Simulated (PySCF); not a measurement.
# Electronic absorption of B(NCS)3

Compound: B(NCS)3, C₃BN₃S₃.
SMILES: `B(N=C=S)(N=C=S)N=C=S`

Method: TDDFT CAM-B3LYP/def2-SVPD, vertical, gas phase, core orbitals frozen in the response in PySCF. Geometry: PBE0-D3(BJ)/def2-SVP; no solvent, vibrations or thermal averaging.

```
state  E (eV)  ν̃ (cm⁻¹)       f               main configurations (H = HOMO, L = LUMO)
   S1    3.63      29270  0.0000                                              H→L (90%)
   S2    4.10      33100  0.0000                                            H-3→L (82%)
   S3    4.11      33150  0.0000                                            H-4→L (82%)
   S4    4.44      35810   0.277                                       H-2/H-1→L (≥76%)
   S5    4.44      35830   0.284                                       H-2/H-1→L (≥76%)
   S6    5.22      42070  0.0000              H-5→L (46%), H-4→L+1 (14%), H-3→L+2 (14%)
   S7    5.32      42900  0.0000   H-2/H-1→L+1 (≥41%), H-2/H-1→L+2 (≥40%), H-5→L+6 (9%)
   S8    5.55      44740  0.0000  H-2/H-1→L+1 (≥22%), H-2/H-1→L+2 (≥21%), H-5→L+2 (20%)
   S9    5.55      44770  0.0000  H-2/H-1→L+2 (≥22%), H-2/H-1→L+1 (≥21%), H-5→L+1 (20%)
  S10    6.19      49920   0.989            H→L+1 (42%), H-2/H-1→L (≥18%), H-3→L+2 (8%)
```

Triplets, Tamm–Dancoff:

| state | E (eV) | λ (nm) | main configurations (H = HOMO, L = LUMO) |
| --- | --- | --- | --- |
| T1 | 3.49 | 355.7 | H→L (87%) |
| T2 | 3.57 | 347.3 | H-2/H-1→L (≥83%) |
| T3 | 3.57 | 347.2 | H-2/H-1→L (≥83%) |

The lowest singlet comes at 342 nm (350 kJ/mol) in the ultraviolet; it is dark (f under 0.0005); its leading configuration is HOMO→LUMO (90%). The most intense listed level is S10 at 6.19 eV (200 nm, f = 0.989), 2.56 eV above S1. It is the last of those listed, so stronger ones may follow. S2/S3, S4/S5 and S8/S9 lie within about 0.01 eV of each other in each set. Löwdin shares by element: HOMO sulfur 58%, nitrogen 8% or more (atoms not listed hold the other 34%); LUMO sulfur 31%, boron 19% (atoms not listed hold the other 50%). Of the 10 states listed, 3 reach f = 0.01 and 7 stay under 0.0005. The listed states span 2.56 eV, and the widest gap between neighbours is 0.77 eV (S5 to S6). Orbital energies (eV): HOMO-3 -9.50, HOMO-2 -9.20, HOMO-1 -9.20, HOMO -8.92, LUMO -2.20, LUMO+1 0.00, LUMO+2 0.01. No computed singlet lies in the visible range (380 to 750 nm); the lowest, at 342 nm, stands 0.37 eV above its violet end (3.26 eV). Orbitals of the list HOMO-3 to LUMO+2 that lie within 0.01 eV of each other are written together with a slash and their weights summed (≥ marks a lower bound); for degenerate orbitals outside that list single weights are arbitrary. The window holds the lowest 10 singlets.

On an Arm Neoverse V1 with one thread, shared host with 32 logical CPUs at a one-minute load of 8.9, this took 59 s (grids of density and orbitals included) and 1.0 GiB of memory at its peak.
